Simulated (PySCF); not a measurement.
Core-level binding energies of `[NH2][Ge@H]([Br])[CH]1CC1`

Species: C₃H₈BrGeN.
Numbering: `[NH2:1][Ge@H:2]([Br:3])[CH:4]1[CH2:5][CH2:6]1`

Computed, not measured: PySCF, delta-SCF UKS SCAN, pcX-2 on the ionised atom, pcseg-1 elsewhere, spin-free X2C. Each binding energy is the total energy of the core-ionised species, with the hole localised on one atom, minus that of the ground state; both are solved self-consistently, so orbital relaxation is included.

Q: Give the core binding energies atom by atom.

A: 
```tsv
atom(s)	bonded to	level	binding energy (eV)	above the level's lowest (eV)	count
N1	2 H and Ge	N 1s	404.59	0.00	1
C4	2 C, H and Ge	C 1s	290.34	0.00	1
C5	2 C and 2 H	C 1s	290.63	+0.29	1
C6	2 C and 2 H	C 1s	290.64	+0.30	1
```

The listed C 1s values span 0.30 eV, from C4 (bonded to 2 C, H and Ge) to C6 (bonded to 2 C and 2 H). The widest gap between neighbouring values is 0.29 eV, between 290.34 and 290.63 eV. Summing the Pauling electronegativity differences to the bonded atoms, each weighted by its formal bond order, gives -0.89 for the lowest site and -0.70 for the highest; no listed site has a larger sum than the highest. The values 290.63 and 290.64 eV lie too close for their order to be trusted.

Q: Which photon wavelength matches the C 1s of C4 threshold?

A: λ = hc/E = 12398.42 eV Å / 290.34 eV = 42.703 Å.

No level of bromine or germanium is listed. The structure is a single PBE0-D3(BJ)/def2-SVP conformer in the gas phase; no vibrational or solvent corrections.

The run took 92 s wall on one thread of an Arm Neoverse N1, no GPU, shared host.

The values belong to the conformer `[NH2:1][Ge@H:2]([Br:3])[CH:4]1[CH2:5][CH2:6]1`: N1–Ge2–C4–C5 53°, H–N1–Ge2–Br3 -23°, H–N1–Ge2–Br3 -147°.
